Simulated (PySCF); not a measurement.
A structure optimised at PBE-D3(BJ)/def2-SVP, used in a PySCF frequency run:

```xyz
9

B      0.2448    -0.1528     0.2084
C     -1.0498    -0.9033    -0.0839
C     -2.0860    -1.5297    -0.3025
H     -3.0011    -2.0730    -0.5001
Cl     0.4150     1.4724    -0.4863
C      1.4068    -0.7785     1.0525
H      2.1829    -0.0507     1.3548
H      1.8954    -1.5623     0.4292
H      1.0182    -1.3121     1.9444
```

Task: Write its SMILES and formula.

Result: C#CB(C)Cl, C3H4BCl

Task: What are its rotational constants (standard atomic weights)?

Result: 5.5411, 2.7397, 1.8544 GHz
